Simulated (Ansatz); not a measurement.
| atom | x (Å) | y (Å) | z (Å) |
| --- | --- | --- | --- |
| Cu | 0.0000 | 0.0000 | 0.0000 |
| Mo | 0.0000 | 0.0000 | 2.5000 |

Basis set: def2-TZVPP (spherical functions, with the set's core potentials past Kr). Charge 0, multiplicity 6.

Computed with Ansatz (development build ahead of 0.2.0); each method stands on the lowest determinant of its kind that the runs found.

(1) Give the atomization energy at this shape (free ground-state atoms in the same class of orbitals less the molecule, no zero-point energy) of sextet CuMo by PBE (unrestricted), UHF.

Results:

(1)

```tsv
method	atomization energy
PBE (unrestricted)	1.69 eV
UHF	-0.06 eV
```

Caution: other spin multiplicities were not run. Caution for UHF: the unrestricted determinant is spin contaminated.

The shape needn't be a minimum at these levels.
